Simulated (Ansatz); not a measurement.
# CH6SiTe: structure from calculated spectroscopic constants

These gas-phase data were calculated for one isomer of CH6SiTe at B3LYP-D3(BJ)/def2-SVP (harmonic, unscaled wavenumbers; equilibrium rotational constants with average atomic masses):

* rotational constants: 17.88, 1.556, 1.483 GHz
* all wavenumbers above 1500 cm⁻¹: 3145, 3075, 2241, 2229, 2203, 2099

Candidates:

(1) `C[SiH2][TeH]`, a singlet
(2) `[SiH3]C[TeH]`, a singlet
(3) `C[Te][SiH3]`, a singlet

Task: Which structure fits?

Result: Candidate (2). 2 modes lie between 2750 and 3290 cm⁻¹, one for each C–H bond, while (1) has 3, (3) has 3.

The same quantities for all candidates:

```
     rotational constants (GHz)         wavenumbers above 1500 cm⁻¹  E above the lowest, B3LYP-D3(BJ)/def2-SVP (kcal/mol)
(1)         13.72, 1.727, 1.599  3138, 3123, 3031, 2227, 2219, 2097                                                   0.0
(2)         17.88, 1.556, 1.483  3145, 3075, 2241, 2229, 2203, 2099                                                  23.5
(3)          6.812, 2.802, 2.06  3187, 3181, 3064, 2237, 2217, 2212                                                  10.1
```

Harmonic stretches to hydrogen usually lie a few per cent above observed fundamentals. Each candidate is one conformer. Atoms past krypton carry core potentials. Programs: Ansatz 0.2.0.
